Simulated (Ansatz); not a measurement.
`C[SiH2]CC=O`. The species carries charge 0 and has multiplicity 1. Geometry: relaxed with PBE0-D4/def2-TZVP. It is one conformer, not always the lowest.

```xyz
13

C     0.784   -1.104    1.289
Si    0.504   -0.763   -0.524
C    -0.909    0.462   -0.808
C    -0.657    1.824   -0.241
O     0.317    2.123    0.396
H     1.566   -1.855    1.423
H    -0.127   -1.480    1.761
H     1.088   -0.190    1.801
H     0.117   -2.020   -1.227
H     1.733   -0.240   -1.176
H    -1.128    0.571   -1.878
H    -1.846    0.086   -0.375
H    -1.443    2.585   -0.440
```

Task: What is the dipole moment at PBE/def2-TZVPP? (Best estimate.)

Result: Ansatz gave: 2.18 D, with components (-1.95, -0.79, -0.57) D in this frame, pointing from negative to positive charge.

Task: And with r2SCAN, B3LYP, ωB97M-V? (An estimate is asked.)

Result: Ansatz gave: r2SCAN 2.28 D, B3LYP 2.32 D, ωB97M-V 2.33 D.

Task: Give the Mulliken charges with PBE, B3LYP, ωB97M-V in def2-TZVPP. (Best estimate.)

Result: The calculation gave: 
| atom | PBE | B3LYP | ωB97M-V |
| --- | --- | --- | --- |
| C1 | -0.37 | -0.39 | -0.45 |
| Si2 | 0.27 | 0.36 | 0.28 |
| C3 | -0.16 | -0.21 | -0.28 |
| C4 | 0.07 | 0.10 | 0.11 |
| O5 | -0.23 | -0.27 | -0.29 |
| H6 | 0.11 | 0.10 | 0.12 |
| H7 | 0.10 | 0.09 | 0.11 |
| H8 | 0.13 | 0.13 | 0.14 |
| H9 | -0.08 | -0.09 | -0.04 |
| H10 | -0.06 | -0.08 | -0.03 |
| H11 | 0.09 | 0.09 | 0.12 |
| H12 | 0.09 | 0.09 | 0.11 |
| H13 | 0.06 | 0.08 | 0.09 |

B3LYP here is the variant with VWN-RPA as its local correlation; programs differ in this.
